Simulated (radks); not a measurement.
Results of a calculation; reference values are marked as such.
Q: All-electron atom: a nucleus of charge 16.8 with 16 electrons in [Ne] 3s2 3p4. Code: a radial shooting solver on a logarithmic mesh with Libxc functionals. Model: Dirac Kohn-Sham, PBE, spin-unpolarised, spherical densities, point nucleus; open shells are shared between the two j in proportion to 2j + 1.

Spin-orbit splittings of the eigenvalues, e(l+1/2) - e(l-1/2), with zeta = 2 splitting/(2l+1) and mean radii in bohr:

| shell | occ. | splitting (eV) | zeta (eV) | <r> j=l-1/2 | <r> j=l+1/2 |
|---|---|---|---|---|---|
| 2p | 6 | ? | ? | 0.4118 | 0.4141 |
| 3p | 4 | 0.1293 | 0.08618 | 1.761 | 1.768 |

Estimate the 2p splitting.

A: 1.603 eV (zeta = 1.069 eV).
